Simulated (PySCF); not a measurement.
How methods differ on the excitation energy of Ar²⁺

Ar²⁺ [Ne] 3s2 3p4 (3P) → Ar²⁺ [Ne] 3s1 3p4 3d1 (high-spin determinant), as a difference of total energies. Computed with PySCF 2.14 in aug-cc-pVTZ-DK (6s5p3d2f, 50 functions), with the spin-free X2C one-electron Hamiltonian (Gaussian nucleus). Correlated levels: valence: [Ne] frozen. The calculations carry no spin-orbit coupling.

| method | excitation energy (eV) |
| --- | --- |
| UHF | 32.880 |
| MP2 (valence) | 33.395 |
| SCS-MP2 (valence) | 33.528 |
| CCSD (valence) | 32.750 |
| CCSD(T) (valence) | 32.551 |

Task: How much does correlation contribute at CCSD(T) (valence)?

Result: 32.551 − (32.880) = -0.329 eV, measured against UHF.

The promoted electron is Rydberg-like, and one or two diffuse shells describe it only roughly, which tends to raise the upper state.

The coupled-cluster amplitudes are large for the upper state (T1 above 0.03 or a double amplitude above 0.15), so a single reference is strained.

The determinant of the upper state mixes LS terms, which raises its energy above the lowest term, most at the Hartree-Fock and MP2 levels.
